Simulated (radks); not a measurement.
Effect of the nuclear size on the aluminium ion Al3+, [Ne]. Method: Dirac Kohn-Sham, BLYP, spin-unpolarised, spherical densities, finite nucleus; Fermi nuclear charge, rms radius 3.061 fm; computed with a radial shooting solver on a logarithmic mesh with Libxc functionals. The rms radius is varied about that value; shifts are against it.

| rms radius (fm) | total energy shift (eV) | density at nucleus (e/bohr^3) | 1s1/2 shift (meV) |
|---|---|---|---|
| 2.5835 | -0.00107 | 1501 | -0.447 |
| 2.8437 | -0.000508 | 1500 | -0.213 |
| 3.061 | 0 | 1498 | 0.000 |
| 3.1651 | 0.000256 | 1498 | 0.107 |
| 3.6426 | 0.00154 | 1495 | 0.645 |

Slopes of the eigenvalues against <r^2> in GHz/fm^2, as finite differences over the two radii next to the reference (eigenvalue slopes, not the field-shift constants of lines): 1s1/2 40.0.
